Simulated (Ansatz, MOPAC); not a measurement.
Species: GaF2, charge 1, multiplicity 1. SMILES: [Ga+]([F])[F]
Structure (B3LYP-D3(BJ)/def2-TZVP (Ansatz, a program for electronic structure) minimum search):
```
Ga
F 1 1.6703
F 1 1.6703 2 180.00
```
Charge +1, spin multiplicity 1.

Wanted: vertical ionisation energy to the doublet, in eV. Conventions: open shells spin-unrestricted; no spin-orbit coupling; dispersion terms only where a functional's name holds one; non-relativistic; each state is the SCF solution reached for its charge and spin; 6-31G* and kin with 6d, 5d where marked. First-principles rows: single points at B3LYP-D3(BJ) geometries (Ansatz). Semi-empirical rows: differences of heats of formation at the shared geometry for vertical values. The spin state of an ion or metal species was assumed, not searched.

```csv
species,coefficient,"E at B3LYP/6-31G* (Ansatz), Eh","E at B3LYP/def2-TZVPD (Ansatz), Eh","heat of formation at PM3 (MOPAC), kcal/mol"
"charge 2, doublet",+1,-2123.20307,-2123.57985,634.05
"charge 1, singlet",-1,-2124.01118,-2124.38943,141.92
```

 1 Eh = 27.2114 eV and 1 eV = 23.0605 kcal/mol.

### Question
Work the quantity out at each level.

### Answer

- B3LYP/6-31G*: the sum of coefficient times E is 0.80811 Eh, or 21.990 eV. Result: 21.99 eV.
- B3LYP/def2-TZVPD: the sum of coefficient times E is 0.80958 Eh, or 22.030 eV. Result: 22.03 eV.
- PM3: the sum of coefficient times heat of formation is 492.13 kcal/mol, or 21.34 eV.
